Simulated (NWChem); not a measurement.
System meant: C2H5FSi2; SMILES C#C[Si@@H](F)[SiH3]

The following NWChem deck was run.

```
start job
memory heap 200 mb stack 900 mb global 1100 mb
geometry units angstroms noautoz
  C      1.091831    -2.596009     0.252582
  C      0.414606    -1.622499    -0.022936
  Si    -0.533955    -0.111604    -0.428618
  F     -1.908970    -0.102309     0.446965
  Si     0.729956     1.779931     0.133752
  H      1.684988    -3.460755     0.494892
  H     -0.919271    -0.153799    -1.866693
  H     -0.037590     3.026203    -0.168208
  H      1.069930     1.745110     1.587605
  H      1.989815     1.773608    -0.671296
end
basis spherical
  C library def2-svp
  Si library def2-svp
  F library def2-svp
  H library def2-svp
end
dft
  xc xpbe96 cpbe96
  iterations 4
  mulliken
end
task dft energy
```

End of the output:

```
    Atom       Charge   Shell Charges
 -----------   ------   -------------------------------------------------------
    1 C    6     5.97   1.97  0.64  0.36  1.77  1.19  0.05
    2 C    6     6.24   1.97  0.67  0.37  1.86  1.32  0.04
    3 Si  14    13.58   2.00  1.93  0.66  0.34  5.81  1.28  1.05  0.51
    4 F    9     9.19   1.98  1.02  0.77  3.20  2.21  0.01
    5 Si  14    13.79   2.00  1.94  0.71  0.37  5.82  1.37  1.42  0.17
    6 H    1     0.96   0.60  0.28  0.08
    7 H    1     1.08   0.64  0.42  0.02
    8 H    1     1.07   0.63  0.41  0.03
    9 H    1     1.06   0.63  0.41  0.03
   10 H    1     1.06   0.63  0.41  0.03

 center of mass
 --------------
 x =  -0.10582614 y =  -0.05441681 z =   0.01941864

 moments of inertia (a.u.)
 ------------------
         878.707099349510          -0.000000000000          -0.000000000000
          -0.000000000000         476.765101901665           0.000000000000
          -0.000000000000           0.000000000000        1234.569909435533

     Multipole analysis of the density
     ---------------------------------

     L   x y z        total         alpha         beta         nuclear
     -   - - -        -----         -----         ----         -------
     0   0 0 0     -0.000000    -27.000000    -27.000000     54.000000

     1   1 0 0      0.677637      0.338818      0.338818      0.000000
     1   0 1 0     -0.275927     -0.137964     -0.137964      0.000000
     1   0 0 1     -0.109859     -0.054930     -0.054930     -0.000000

     2   2 0 0    -34.304263   -126.326591   -126.326591    218.348918
     2   1 1 0     -3.025615     -1.400276     -1.400276     -0.225064
     2   1 0 1      1.282358     -2.556683     -2.556683      6.395724
     2   0 2 0    -28.901232   -243.375698   -243.375698    457.850163
     2   0 1 1     -1.084226     -0.234113     -0.234113     -0.616000
     2   0 0 2    -33.710558    -37.834566    -37.834566     41.958573

 ------------------------------------------------------------------------
 dft energy failed                                                                                  0
 ------------------------------------------------------------------------
 ------------------------------------------------------------------------
  current input line :
    26: task dft energy
 ------------------------------------------------------------------------
 ------------------------------------------------------------------------
 This type of error is most commonly associated with calculations not reaching convergence criteria
 ------------------------------------------------------------------------
 For more information see the NWChem manual at https://nwchemgit.github.io

0:dft energy failed:Received an Error in Communication
```

Q: Find the fault in this run and fix the input.

A: The run did not converge; its last values are not results. Cause: the SCF was allowed too few iterations. This input runs:
```
start job
memory heap 200 mb stack 900 mb global 1100 mb
geometry units angstroms noautoz
  C      1.091831    -2.596009     0.252582
  C      0.414606    -1.622499    -0.022936
  Si    -0.533955    -0.111604    -0.428618
  F     -1.908970    -0.102309     0.446965
  Si     0.729956     1.779931     0.133752
  H      1.684988    -3.460755     0.494892
  H     -0.919271    -0.153799    -1.866693
  H     -0.037590     3.026203    -0.168208
  H      1.069930     1.745110     1.587605
  H      1.989815     1.773608    -0.671296
end
basis spherical
  C library def2-svp
  Si library def2-svp
  F library def2-svp
  H library def2-svp
end
dft
  xc xpbe96 cpbe96
  iterations 150
  mulliken
end
task dft energy
```
It converges to -757.20525 Ha (PBE/def2-SVP).
